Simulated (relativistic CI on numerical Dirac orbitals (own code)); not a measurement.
Fe²⁺: M2,3 absorption edge

Computed with this model: Dirac-Coulomb-Breit CI, KLI orbitals optimised for each configuration, model QED, valence Slater integrals scaled by 0.8, multiplet model of core-to-valence dipole absorption; configurations [Ar] 3d6 → [Ne] 3s2 3p5 3d7; 80 K; Lorentzian 0.8 eV and Gaussian 0.3 eV FWHM. Energies are those of the free ion, without screening or charge transfer. The branching ratio is the share of the lower-energy edge in the whole absorption, uncertain by about 0.02 where the edges overlap. S is read from ⟨S²⟩ = S(S + 1).

Field parameters in Wybourne normalisation: D3d B²₀ = −7Dσ, B⁴₀ = −14Dq − 21Dτ, B⁴₃ = −14√(10/7) Dq; D4h B²₀ = −7Ds, B⁴₀ = 21(Dq − Dt), B⁴₄ = 21√(5/14) Dq; Oh B⁴₀ = 21Dq, B⁴₄ = √(5/14) B⁴₀; Td as Oh with Dq negative (B⁴₀ = 21Dq, B⁴₄ = √(5/14) B⁴₀). The field is a parameter set, without covalency.

Peaks in eV (height, largest 100): 55.8 (42), 59.3 (61), 60.5 (100).

(1) Which surroundings give this spectrum?
A. free ion
B. Td, 10Dq = -6250 cm⁻¹
C. D4h, 10Dq = 13400, Ds = 1760, Dt = 650 cm⁻¹
D. D3d, 10Dq = 20100, Dσ = -590, Dτ = -270 cm⁻¹

## Answers

(1) A. free ion, where the ground state has S = 2.00.
